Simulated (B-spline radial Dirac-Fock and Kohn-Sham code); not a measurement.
**Core and valence levels of Ba⁵⁰⁺**

System: barium as Ba⁵⁰⁺ in the configuration [He] 2s2 2p2; nuclear rms radius 4.8378 fm (A = 138).

Input of the calculation (task.json; shells as n, l, electrons):

```json
{"items": [{
  "Z": 56,
  "q": 50,
  "cfg": [[1, 0, 2], [2, 0, 2], [2, 1, 2]],
  "A": 138,
  "rrms": 4.8378,
  "do": ["binding"]
}]}
```

Run with: `python xray_run.py task.json out`

These are calculated numbers from a radial atomic solver; the model is Dirac-Fock ΔSCF + Breit + QED. The model has no electron correlation. Energies are counted from the vacuum level.

All terms are in eV, carry their sign (relaxation lowers the binding energy) and add up to the binding energy; ⟨r⟩ is the mean radius of the orbital in the initial state.

```tsv
subshell	−ε (Koopmans)	relaxation	Breit	QED	binding energy	⟨r⟩ (bohr)
1s	42251.5	-10.53	-78.35	-47.57	42115.1	0.025
2s	9938.3	-0.98	-8.26	-6.80	9922.2	0.105
2p	9488.0	-1.25	-9.12	-0.28	9477.4	0.093
```

For the deepest level, K (1s), the Breit terms make up -0.186 % of the binding energy, QED -0.113 % and orbital relaxation -0.025 %.

Going to the tabulated ground configuration of the next ion removes an electron from L2,3 (2p), computed at 9477.4 eV. NIST lists 9739 ± 4 eV as the ionisation energy of this species (theoretical), +261.65 eV from the computed value. Where a p, d or f shell is open in either ion the computed value averages over both j values and all terms, while the table refers to the lowest levels; that difference holds spin-orbit splitting (largest in heavy or highly charged ions), term energies where several electrons share open shells, and correlation, and it can reach 10 % or more.
